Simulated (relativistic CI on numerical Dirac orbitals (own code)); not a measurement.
# Hf16+: what numerical and physical settings do to a radial Dirac CI calculation

Reference input:

```
atom Hf  Z=72  charge=16  electrons=56
nucleus A=180  rms_radius_fm=5.3470
hamiltonian dirac-coulomb  breit=on  qed=on  c_scale=1
orbitals kli  potential=per-configuration
slater_scale 1
correlation none
mixing on
grid step=0.0125 r_max=8.8
scf mixing=0.4 start=green max_iterations=150 tolerance=2e-08 node_fill=0.05
configurations
  [Kr] 4d10 4f10
  [Ar] 3d10 4s 4p6 4d10 4f11
  [Ar] 3d10 4s2 4p4 4d10 4f12
  [Ar] 3d10 4p6 4d10 4f12
  [Ar] 3d10 4s 4p5 4d10 4f12
end
```

Computed lowest total energy -14973.38269 Ha, first excitation 11451.7 cm⁻¹, 60 SCF steps. Runs with settings changed; * marks those that are bad on purpose (the QED terms keep the true α when c is scaled):

| Changed | Outcome | Lowest level | ΔE (Ha) | First excitation (cm⁻¹) | SCF steps | Message |
| --- | --- | --- | --- | --- | --- | --- |
| SCF mixing 0.2 | converged | 4s²4p⁶4f¹⁰ ⁵I8 | 6.26e-10 | 11451.7 | 67 |  |
| SCF mixing 0.05, start potential thomas-fermi, SCF tolerance 1e-05 | converged | 4s²4p⁶4f¹⁰ ⁵I8 | -1.47e-07 | 11451.7 | 60 |  |
| SCF mixing 0.7, end of the grid at 4.4 bohr | converged | 4s²4p⁶4f¹⁰ ⁵I8 | -1.13e-10 | 11451.7 | 55 |  |
| QED terms off, speed of light × 2 | converged | 4s²4p⁶4f¹⁰ ⁵I8 | 572 | 2655.6 | 60 |  |
| configuration list: extra electron * | refused |  |  |  | 0 | configuration [Ar] 3d10 4s 4p5 4d10 4f12 5s has 57 electrons, the ion has 56 |
| iteration limit 6 * | not converged |  |  |  | 6 | SCF of 1s2 2s2 2p6 3s2 3p6 3d10 4s2 4p6 4d10 4f10 did not converge |
